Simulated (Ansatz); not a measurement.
Geometry optimisation, RHF/def2-SVP (Ansatz 0.2.0).

Input:

```yaml
crystal:
  periodic: [false, false, false]
  atoms:
    - { symbol: Al, position_ang: [0.0, 0.0, 0.0] }
    - { symbol: F, position_ang: [0.0, 0.0, 2.04] }
    - { symbol: O, position_ang: [1.5415, 0.0, -0.89] }
    - { symbol: H, position_ang: [1.8414, -0.9519, -1.0449] }
    - { symbol: "N", position_ang: [-1.6627, 0.0, -0.96] }
    - { symbol: H, position_ang: [-2.3316, -0.8164, -0.8614] }
    - { symbol: H, position_ang: [-1.9118, 0.8164, -1.5886] }
    - { symbol: Br, position_ang: [-0.339, 2.5493, 0.8545] }
    - { symbol: H, position_ang: [-0.1567, 1.1788, 1.9844] }
basis:
  gaussian: { orbitals: def2-SVP }
hamiltonian:
  xc: hf
relax:
  f_tol: 0.15
  max_steps: 25
  restrain:
    - { distance: [0, 7], at: 3.61, k: 30.0 }
    - { distance: [8, 1], at: 2.12, k: 30.0 }
    - { distance: [0, 1], at: 1.69, k: 30.0 }
    - { distance: [8, 7], at: 1.55, k: 30.0 }
output:
  orbitals: {}
```

Command:

```bash
$ ansatz run input.yaml --threads 2 --pin off --max-ram 3072MiB --backend cpu --events-out ev --progress --plain --runs-dir out
```

Question: Where does it end, and by what steps?

Answer: The run converged. The restraints hold the end off the free minimum; the threshold counts their pulls, which the force column leaves out. Restrained pairs: Al1–Br8 (2.71 → 3.61 Å), F2–H9 (1.19 → 2.12 Å), Al1–F2 (2.04 → 1.68 Å), Br8–H9 (1.79 → 1.49 Å). After 10 steps the energy has fallen by 2.477 eV (the restraints' own energy left out); H7 moved furthest, 1.11 Å.

```
step  energy less start (eV)  largest force component (eV/Å)  accepted
   0                  0.0000                           3.773       yes
   1                 -0.1356                           3.284       yes
   2                 -0.9389                           3.090       yes
   3                 -1.6541                           2.368       yes
   4                 -1.9994                           1.794       yes
   5                 -2.1249                           1.756       yes
   6                 -2.2188                           1.844       yes
   7                 -2.3221                           1.741       yes
   8                 -2.4160                           1.658       yes
   9                 -2.4706                           1.591       yes
  10                 -2.4774                           1.596       yes
```

```xyz
9
Properties=species:S:1:pos:R:3
Al -0.152 -0.231 -0.216
F -0.144 -0.332 1.459
O 1.305 -0.286 -1.038
H 2.200 -0.372 -0.768
N -1.700 -0.213 -1.031
H -2.590 -0.181 -0.575
H -1.818 -0.198 -2.025
Br -0.018 2.943 1.501
H -0.102 1.645 2.227
```

Run time: 22 s on 2 threads of Arm Neoverse V2, with other jobs on the host, peak memory 0.25 GiB.
